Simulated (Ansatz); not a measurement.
Mulliken charges of `[F][GaH][I]` from B3LYP/def2-TZVPP in Ansatz (PBE0-D4/def2-TZVP geometry).

| atom | x (Å) | y (Å) | z (Å) | charge (e) |
| --- | --- | --- | --- | --- |
| F1 | -1.746 | -0.057 | -0.107 | -0.370 |
| Ga2 | -0.015 | 0.185 | -0.100 | 0.562 |
| I3 | 1.257 | -1.693 | 0.856 | -0.182 |
| H4 | 0.559 | 1.504 | -0.670 | -0.010 |

Q: By hand: the dipole of these point charges (1 e Å = 4.8032 D).

A: Σ q r = (0.403, 0.418, -0.166) e Å, of length 0.604 e Å = 2.90 D.

Q: How does the dipole of the full density compare? (Estimate.)

A: The calculation gave: (0.332, 0.195, -0.067) e Å, 1.88 D; the point charges give 1.54 times that, at 16° from its direction.

Point charges leave out the atoms' own dipoles, such as those of lone pairs, and Mulliken's split depends on the basis, so the two needn't agree.

B3LYP here is the variant with VWN-RPA as its local correlation; programs differ in this.
